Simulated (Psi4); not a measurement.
F₅Nb, triplet, geometry from GFN2-xTB (such geometries of metal compounds can be far from the true shape) (the multiplicity is a formal guess) (all electrons, no relativity). Base run: HF/3-21G in Psi4.

Here is a job for Psi4.
```
memory 2 GB

molecule {
0 3
Nb    0.17212905    0.11941241    0.07535839
F     1.10212295   -0.60038750   -1.24751630
F    -0.93541462    0.71603936    1.32050149
F    -1.53992607   -0.02202743   -1.21052889
F    -0.95290215   -1.70734151    0.11916440
F     1.54197643    1.06972720    0.67507994
}

set {
  basis 3-21g
  reference uhf
  scf_type pk
  stability_analysis check
}

energy('scf')
print_variables()
```

The bond that is stretched is that between atoms 4 and 1. A test that says stable can miss a lower solution.

The base run was repeated with changes; each row names its change, and settings that it needs were set with it.

```
change                                                     ΔE vs base (mEh)  <S^2>
---------------------------------------------------------  ----------------  -----
base                                                                  0.000  2.027
stability_analysis = follow; reference = uhf                        -11.770  2.006
bond × 1.25                                                         -18.252  2.005
stability_analysis = follow; reference = uhf; bond × 1.25           -18.252  2.005
bond × 1.5                                                          -12.015  2.005
stability_analysis = follow; reference = uhf; bond × 1.5            -12.015  2.005
bond × 1.8                                                           -5.739  2.005
stability_analysis = follow; reference = uhf; bond × 1.8             -5.739  2.005
bond × 2.2                                                           -3.657  2.005
stability_analysis = follow; reference = uhf; bond × 2.2             -3.657  2.005
bond × 3.0                                                           -2.333  2.005
stability_analysis = follow; reference = uhf; bond × 3.0             -2.333  2.005
```

Psi4 reported an instability in these rows: base; stability_analysis = follow; reference = uhf (restricted rows aren't judged here).

On stretching, the SCF can end on different states; <S^2> shows the spin contamination of each.
